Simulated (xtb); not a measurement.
GeFCl, SMILES [F][Ge][Cl] (connectivity only; charge and spin as stated), neutral, multiplicity 1. All values are semi-empirical tight-binding results from xtb (GFN2-xTB unless named), good for trends rather than for accurate numbers. Coordinates come from a GFN2-xTB optimisation.

For metal compounds this method's bond lengths and energies can be far off.

Computed properties:
```
Item                                           Result
-------------------------------------  --------------
point group as xtb finds it                        Cs
orbital gap                                   4.20 eV
zero-point energy                        1.4 kcal/mol
G − E(el) at 298.15 K (modified RRHO)  -16.4 kcal/mol
```
